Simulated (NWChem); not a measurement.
Species: SiN₂H₅F; SMILES N[SiH](F)N

```xyz
9

Si    -0.0785    -0.0223     0.3238
N      1.5325    -0.3560    -0.1475
N     -0.4871     1.5207    -0.2757
F     -0.9221    -1.2752    -0.2940
H     -0.4379    -0.0163     1.7683
H      1.8671    -1.3103    -0.2022
H      2.2799     0.3011     0.0370
H     -0.2810     1.7849    -1.2321
H     -1.2550     2.0538     0.1133
```
Atoms are numbered in this order, from 1.

All runs: NWChem. Geometry: optimised at PBE0/def2-SVP. Atomic charges in e: unrestrained fits to the electrostatic potential beside Mulliken populations; buried atoms are poorly determined by the fit.

Problem. What does the run give for B3LYP/def2-SVP? Quantities: ESP Si1; Mulliken Si1; ESP N2; Mulliken N2; ESP N3; Mulliken N3; ESP F4; Mulliken F4; relative RMS misfit of the potential (%).

Solution. 
```yaml
ESP Si1: 1.04
Mulliken Si1: 0.76
ESP N2: -0.85
Mulliken N2: -0.36
ESP N3: -0.88
Mulliken N3: -0.36
ESP F4: -0.38
Mulliken F4: -0.36
relative RMS misfit of the potential (%): 27
```
